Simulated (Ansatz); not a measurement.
Ansatz (a first-principles code) input (PBE/6-311+G**): The .json file is the Basis Set Exchange's 6-311+G**.

Ansatz 0.2 input:
```yaml
crystal:
  periodic: [false, false, false]
  atoms:
    - {symbol: C, position_ang: [-1.53920900, -1.57302800, -1.48755900]}
    - {symbol: O, position_ang: [-0.79950800, -1.33771700, -0.29228500]}
    - {symbol: Si, position_ang: [-0.02235100, 0.05121100, 0.06733000]}
    - {symbol: S, position_ang: [-1.46219400, 1.61693200, -0.10935600]}
    - {symbol: S, position_ang: [0.83084300, -0.17035700, 2.01124800]}
    - {symbol: O, position_ang: [1.21009500, 0.39696500, -0.94457400]}
    - {symbol: C, position_ang: [2.39354700, -0.38446300, -1.08606200]}
    - {symbol: H, position_ang: [-0.95995800, -1.29869900, -2.37237800]}
    - {symbol: H, position_ang: [-1.77182100, -2.63616400, -1.52819000]}
    - {symbol: H, position_ang: [-2.47180800, -1.00437100, -1.48579800]}
    - {symbol: H, position_ang: [-0.57529700, 2.58989100, 0.15816200]}
    - {symbol: H, position_ang: [-0.33642500, -0.50092100, 2.58832300]}
    - {symbol: H, position_ang: [2.92968600, -0.01677800, -1.95977900]}
    - {symbol: H, position_ang: [3.03369400, -0.28304200, -0.20683400]}
    - {symbol: H, position_ang: [2.15573100, -1.44109900, -1.22978600]}
basis:
  gaussian:
    orbitals: 6-311+G__.json
hamiltonian:
  xc: {name: PBE}
output: {forces: true}
```

Output:

```
Functional definition: PBE
integrals: 0.26 GiB planned
1852 factors; their error is unknown
mean field: 1.26 GiB planned
mean field evaluation 1: about -35816.3265 eV, gradient 8.9e1 eV
mean field evaluation 2: about -35705.7272 eV, gradient 2.2e2 eV
mean field evaluation 4: about -35831.8858 eV, gradient 1.4e1 eV
mean field evaluation 8: about -35832.2979 eV, gradient 1.3e-1 eV
mean field evaluation 16: about -35832.2419 eV, gradient 7.3e-4 eV
mean field -35832.24185224 eV, -1316.8106001040 hartree, gradient 3.1e-5 eV, S^2 0.000000; 0 other end points of the search recorded, 0 dependent functions left out
the calculation of the forces begins
reference -35832.24194066 eV, -1316.8106033535 hartree; 41, 41 occupied and 188, 188 virtual orbitals, 1852 factors
Total energy: -35832.24194066 eV, -1316.8106033535 hartree
Atom 0 at    -1.539209    -1.573028    -1.487559 Å, force     0.003510    -0.006236     0.007564 eV/Å
Atom 1 at    -0.799508    -1.337717    -0.292285 Å, force    -0.242066    -0.684264     0.101572 eV/Å
Atom 2 at    -0.022351     0.051211     0.067330 Å, force    -0.188828     0.432648     0.568827 eV/Å
Atom 3 at    -1.462194     1.616932    -0.109356 Å, force    -0.437873    -0.058133    -0.119784 eV/Å
Atom 4 at     0.830843    -0.170357     2.011248 Å, force     0.445203     0.041339     0.097704 eV/Å
Atom 5 at     1.210095     0.396965    -0.944574 Å, force     0.375156     0.379322    -0.502496 eV/Å
Atom 6 at     2.393547    -0.384463    -1.086062 Å, force    -0.004161     0.007727    -0.005603 eV/Å
Atom 7 at    -0.959958    -1.298699    -2.372378 Å, force     0.160886     0.069550    -0.294988 eV/Å
Atom 8 at    -1.771821    -2.636164    -1.528190 Å, force    -0.073702    -0.320809    -0.011490 eV/Å
Atom 9 at    -2.471808    -1.004371    -1.485798 Å, force    -0.305853     0.160718    -0.016782 eV/Å
Atom 10 at    -0.575297     2.589891     0.158162 Å, force     0.260356     0.270821     0.075195 eV/Å
Atom 11 at    -0.336425    -0.500921     2.588323 Å, force    -0.336923    -0.095386     0.155459 eV/Å
Atom 12 at     2.929686    -0.016778    -1.959779 Å, force     0.164533     0.112696    -0.262128 eV/Å
Atom 13 at     3.033694    -0.283042    -0.206834 Å, force     0.224474     0.025740     0.261929 eV/Å
Atom 14 at     2.155731    -1.441099    -1.229786 Å, force    -0.044710    -0.335735    -0.054980 eV/Å
Dipole moment:     0.080229    -0.183823    -0.241683 e Å
```

The geometry given is a B3LYP-D3(BJ)/def2-TZVP minimum.
